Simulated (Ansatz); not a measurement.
Program: Ansatz. Geometries: PBE0-D4/def2-TZVP. ΔE: electronic, gas phase. CBS: MP2 limit from def2 TZ/QZ plus the TZ coupled-cluster correction, frozen cores. This one scheme is used for every species, atoms too. For atomizations the MP2-based limit and the directly extrapolated one differ by several kJ/mol either way, and by 10 to 25 for some Ge, Se and Sn compounds, so smaller differences from it don't rank the levels. Functionals use def2-TZVPP. B3LYP here is the variant with VWN-RPA as its local correlation; programs differ in this. No spin–orbit coupling; open shells (•) take unrestricted orbitals. Spin–orbit coupling would lower the free atoms: a little for C, Cl, Si. Each species was taken in one conformer, which may not be the lowest.

Consider the atomization: `C[Si](N)([SiH3])Cl` → C• + Cl• + 8 H• + N• + 2 Si•.

```json
{"level": "PBE-D4", "ΔE (kJ/mol)": "4438.8"}
{"level": "PBE0-D4", "ΔE (kJ/mol)": "4399.6"}
{"level": "B3LYP-D4", "ΔE (kJ/mol)": "4413.6"}
{"level": "BHLYP-D4", "ΔE (kJ/mol)": "4334.1"}
{"level": "r2SCAN", "ΔE (kJ/mol)": "4405.4"}
{"level": "r2SCANh", "ΔE (kJ/mol)": "4387.2"}
{"level": "r2SCAN0", "ΔE (kJ/mol)": "4361.4"}
{"level": "CCSD/def2-TZVPP", "ΔE (kJ/mol)": "4240.2"}
```

(1) What does CCSD(T)/CBS give? (Best estimate.)

(2) What do rigid-rotor, harmonic-oscillator terms from PBE0-D4/def2-TZVP frequencies (298.15 K, 1 bar) make of the CCSD(T)/CBS value? (An estimate is asked.)

Largest T1 diagnostic among the species: 0.012.

## Answers

(1) Ansatz gave: +4419.7 kJ/mol. The listed levels differ from it by 19.1, -20.1, -6.1, -85.6, -14.3, -32.5, -58.3, -179.5 kJ/mol.

(2) Ansatz gave: ΔZPE = -236.9 kJ/mol, ΔH = +4236.0 kJ/mol, ΔS = 1342 J/(mol·K), ΔG = +3835.9 kJ/mol. Open shells count their whole term as degenerate.

From PBE to PBE0 (25 % exact exchange), in def2-TZVPP and without D4, ΔE moves by −34.5 kJ/mol: exact exchange takes away binding that semilocal exchange gives to molecules. At CCSD(T), def2-SVP lies −320.2 kJ/mol from the extrapolated value and def2-TZVPP −126.2 kJ/mol: correlation converges slowly with the basis, and small sets miss more of it in the bonded molecule than in its fragments.
